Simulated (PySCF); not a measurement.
## Correlation energy of I (iodine, neutral)

[Kr] 4d10 5s1 5p6, 2S determinant (an excited configuration). Computed with PySCF 2.14 in ANO-RCC-VTZP (7s6p4d2f1g, 68 functions), with scalar relativity by spin-free X2C-1e. Frozen: [Ar] 3d10; 25 electrons correlated.

```csv
level,correlation energy (mhartree)
CCSD,-777.01
(T),-39.78
CCSD(T),-816.79
```

Diagnostics: T1 = 0.014, D1 = 0.0567, largest double amplitude 0.172.

A double-excitation amplitude exceeds 0.15, a sign of near-degeneracy.

Cost of the coupled-cluster step: of the order of 24 core-seconds, for 25 correlated electrons.
